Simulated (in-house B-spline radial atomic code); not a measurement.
RPA and G0W0 on PBE: In²¹⁺

Configuration [Ar] 3d10, mean-field start PBE. Computed with an all-electron radial atomic-structure program (B-spline basis): all electrons, non-relativistic, point nucleus, each spin shell either full or empty, empty states to l = 9 with an (l + 1/2)⁻⁴ tail; G0W0 by contour deformation at full frequency.

Without relativity these are model numbers: it shifts the levels of so heavy an element strongly and can reorder them.

Command:
```bash
python run_gw.py task.json out
```
Settings (radii: box in bohr, nucleus in fm):
```
Z                        49
electrons                28
configuration            [Ar] 3d10
hamiltonian              nr
method                   pbe,pbe
lmax                     9
spin_polarised           False
box_radius               3.94
intervals                48
```

Run time, properties included: 0.9 s on 1 thread of Arm Neoverse V2 (shared host).

Energies (hartree):

```json
{"term": "mean-field total", "value": "-5553.09345"}
{"term": "Hartree-Fock functional on these orbitals", "value": "-5552.43385"}
{"term": "direct second order", "value": "-2.2902"}
{"term": "second-order exchange", "value": "0.6582"}
{"term": "SOSEX correction", "value": "0.63554"}
```

(1) What is the RPA correlation energy, and what remains with SOSEX?

Quasi-particle levels (eV):

```csv
level,occupied,mean field,Σx - vxc,Σc,QP weight,G0W0
3d,yes,-1016.20,-38.52,?,?,?
3p,yes,-1208.77,-52.41,5.76,0.987,-1255.42
3s,yes,-1313.73,-61.39,7.17,0.985,-1367.95
4s,no,-595.18,18.16,-1.66,0.998,-578.68
```

G0W0 = mean field + (Σx - vxc) + Σc, with Σc (partial-wave tail included) taken at the quasi-particle energy. Only the outer levels were computed. Levels of low weight are left out.

(2) Where does G0W0 put 3d?

Answers

(1) RPA gives -2.1478 hartree (-2.09 eV per electron); RPA + SOSEX gives -1.5122, and the second-order doubles -1.632 hartree (no singles). RPA lacks exchange-type terms and so overcorrelates at short range.

(2) At -1052.33 eV, with Σc = 2.39 eV and a quasi-particle weight of 0.991. The tabulated removal energy is 1043 ± 4 eV (NIST, tabulated theory); the calculation leaves out relativity, Breit and QED terms, and what these don't explain is the method's own error.
